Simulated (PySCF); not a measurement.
2,4,6-trifluorophenol, C₆H₃F₃O.
Z-matrix (Å and degrees, PBE0-D3(BJ)/def2-SVP geometry), rows numbered from 1:
```
O 
C   1  1.3434
C   2  1.3961  1  122.61
F   3  1.3393  2  116.07  1    -0.02
C   3  1.3861  2  123.46  1  -179.98
C   5  1.3895  3  117.45  2     0.07
F   6  1.3302  5  119.11  3   180.00
C   6  1.3900  5  121.79  3    -0.00
C   8  1.3889  6  118.70  5    -0.01
F   9  1.3252  2  118.24  1     0.03
H   1  0.9656  2  108.13  3    -0.87
H   5  1.0897  3  120.89  2  -179.90
H   8  1.0899  6  121.11  5   179.89
```

Level: B3LYP/def2-SVPD in PySCF, non-relativistic, on one gas-phase PBE0-D3(BJ)/def2-SVP geometry that isn't relaxed in the solvent. The solvent is an IEF-PCM continuum (cavity from Bondi-type radii × 1.2), and excitations are vertical TDDFT with non-equilibrium linear response and a frozen core. Specific hydrogen bonds and non-electrostatic terms are outside this model.

Gas-phase singlets (H = HOMO, L = LUMO):

| state | E (eV) | λ (nm) | f | leading configurations |
| --- | --- | --- | --- | --- |
| S1 | 5.043 | 246 | 0.034 | H→L 79%, H-1→L+1 20% |
| S2 | 5.466 | 227 | 0.000 | H→L+2 99% |
| S3 | 5.890 | 210 | 0.034 | H→L+1 70%, H-1→L 29% |
| S4 | 6.353 | 195 | 0.000 | H-1→L+2 98% |
| S5 | 6.696 | 185 | 0.001 | H→L+3 98% |

**Question.** Give the list for chloroform (ε = 4.711), n² = 2.09.

**Answer.** 
| state | E (eV) | λ (nm) | f | leading configurations | change by rank (eV) |
| --- | --- | --- | --- | --- | --- |
| S1 | 5.041 | 246 | 0.047 | H→L 81%, H-1→L+1 19% | -0.002 |
| S2 | 5.542 | 224 | 0.000 | H→L+2 99% | +0.076 |
| S3 | 5.865 | 211 | 0.054 | H→L+1 72%, H-1→L 26% | -0.025 |
| S4 | 6.391 | 194 | 0.000 | H-1→L+2 98% | +0.038 |
| S5 | 6.642 | 187 | 0.680 | H-1→L 71%, H→L+1 25% | -0.054 |

**Question.** Give the list for tetrahydrofuran (ε = 7.426), n² = 1.97.

**Answer.** 
| state | E (eV) | λ (nm) | f | leading configurations | change by rank (eV) |
| --- | --- | --- | --- | --- | --- |
| S1 | 5.046 | 246 | 0.046 | H→L 81%, H-1→L+1 19% | +0.003 |
| S2 | 5.553 | 223 | 0.000 | H→L+2 99% | +0.087 |
| S3 | 5.869 | 211 | 0.052 | H→L+1 72%, H-1→L 27% | -0.021 |
| S4 | 6.397 | 194 | 0.000 | H-1→L+2 98% | +0.044 |
| S5 | 6.656 | 186 | 0.673 | H-1→L 71%, H→L+1 25% | -0.040 |

**Question.** How do the frontier levels move from gas to tetrahydrofuran?

**Answer.** 
```tsv
orbital	gas (eV)	solvent (eV)	change (eV)
LUMO+2	-0.31	-0.07	+0.24
LUMO+1	-0.55	-0.39	+0.16
LUMO	-0.98	-0.81	+0.17
HOMO	-6.78	-6.64	+0.14
HOMO-1	-7.59	-7.43	+0.16
HOMO-2	-9.76	-9.63	+0.13
HOMO-3	-10.75	-10.62	+0.13
```

The HOMO–LUMO gap goes from 5.79 to 5.82 eV.

The run took about 1.8 min of CPU time (one thread, shared machine). This is the whole response run at B3LYP/def2-SVPD in tetrahydrofuran, SCF included.
